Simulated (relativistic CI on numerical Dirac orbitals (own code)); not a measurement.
Te2+: calculation against measurement

Calculated at this level of theory: Dirac-Coulomb-Breit CI, separate exchange-only KLI orbitals for each configuration, model QED (radiative potential, 1s self-energy scaled to tabulated hydrogen-like ionisation energies), valence Slater integrals scaled by 0.85, P86 correlation estimate, and configurations built on the next ion tied to the tabulated ionisation energy (semi-empirical) (own radial code, finite nucleus).

Configuration list (outside the closed core [Kr] 4d10): 5s2.5p2, 5s2.5p.5d, 5s2.5p.6s, 5s2.5p.6p, 5s2.5p.6d, 5s2.5p.7s, 5s2.5p.5f, 5s2.5p.6f, 5s.5p3, 5p4, 5s2.5d2, 5s.5p2.5d, 5s2.4f2, 5s2.5p.4f, 5s.5p2.5f, 5s2.5p.7p, 5s2.5f2, 5s2.5p.5g, 5s2.5p.7d, 5p2.5d2, 5s.5p2.6s, 5s2.5p.7f, 5s2.4f.5d, 5s.5p.6s2. Levels of other configurations are missing.

```csv
Configuration,Term (tabulated),J,Measured (cm⁻¹),Computed,Error,Purity (%)
5s2.5p2,3P,0,0.0,0,0,91
5s2.5p2,3P,1,4757.2,4597,-160,97
5s2.5p2,3P,2,8167.0,7963,-204,77
5s2.5p2,1D,2,17359.8,17027,-333,76
5s2.5p2,1S,0,30398.3,29310,-1088,89
5s.5p3,5S°,2,64586.5,62674,-1913,98
5s.5p3,3D°,1,82889.1,83757,868,74
5s.5p3,3D°,2,83203.4,83973,770,71
5s.5p3,3D°,3,85205.6,86020,815,81
5s.5p3,3P°,0,96061.6,96688,626,80
5s.5p3,3P°,1,96581.5,97247,665,73
5s2.5p.5d,3F°,2,104717.2,105805,1088,76
5s2.5p.5d,3F°,3,106314.8,107183,868,95
5s2.5p.6s,3P°,0,107470.0,109855,2385,99
5s2.5p.6s,3P°,1,107726.6,110078,2351,67
5s2.5p.6s,3P°,2,115422.2,118460,3038,84
5s2.5p.5d,3D°,3,120903.4,125253,4349,66
5s2.5p.5d,3P°,0,122541.0,125561,3020,80
5s2.5p.5d,1F°,3,127242.3,130856,3614,79
5s2.5p.6p,3D,1,128617.9,129579,961,61
5s2.5p.6p,3P,0,132262.4,133095,833,87
5s2.5p.6p,3D,2,132329.1,133345,1016,70
5s2.5p.6p,3P,2,139664.5,140752,1088,64
5s2.5p.6p,3D,3,139949.7,140997,1047,98
5s2.5p.6p,3S,1,141803.0,142582,779,79
5s2.5p.6p,1D,2,142982.0,144573,1591,76
5s2.5p.7s,3P°,0,160940.7,162309,1368,100
5s2.5p.7s,3P°,1,161196.5,162631,1434,71
5s2.5p.6d,3F°,2,161407.4,162362,955,80
5s2.5p.6d,3F°,3,162776.6,164136,1359,64
5s2.5p.6d,3D°,1,163334.2,165201,1867,63
5s2.5p.7s,3P°,2,170017.4,171451,1434,97
5s2.5p.7s,1P°,1,170586.9,172038,1451,65
5s2.5p.6d,3D°,3,171069.7,172552,1483,64
5s2.5p.6d,3P° †,1,172159.0,173507,1348,76
5s2.5p.6d,3P° †,0,172389.2,173571,1182,99
5s2.5p.6d,1F°,3,173220.2,175491,2271,76
5s2.5p.6d,1P°,1,174499.3,176975,2476,71
5s2.5p.7d,3F°,2,184408.8,185864,1456,76
5s2.5p.7d,3D°,1,185501.0,187127,1626,58
5s2.5p.7d,3D°,3,193930.5,195426,1495,61
5s2.5p.7d,3P° †,0,194253.9,195886,1632,100
5s2.5p.7d,3P° †,1,194446.8,195799,1352,72
5s2.5p.7d,1F°,3,194800.0,196776,1976,73
5s2.5p.7d,1P°,1,195268.7,197246,1977,73
```

Measured levels from measured levels as listed in Zhang, Palmeri, Quinet and Biemont, Astron. Astrophys. 551, A136 (2013); pairs were made by configuration, J and term (by order where the table uses no LS term), so strongly mixed levels may be paired wrongly.

Mean error by configuration (cm⁻¹): 5s2.5p2 -446; 5s.5p3 305; 5s2.5p.5d 2588; 5s2.5p.6s 2591; 5s2.5p.6p 1045; 5s2.5p.7s 1422; 5s2.5p.6d 1735; 5s2.5p.7d 1706. Over the excited levels the mean absolute error is 1502 cm⁻¹ (44 of the 68 excited levels that our extract of the source holds in range could be paired, and the others can miss by more), and the median relative error of those above 1,000 cm⁻¹ is 0.94 %. † marks terms whose computed intervals miss the measured ones by more than a factor of 2.5, or configurations far off the rest, from wrong mixing, a near crossing or a doubtful label or measurement; they are left out of the means.
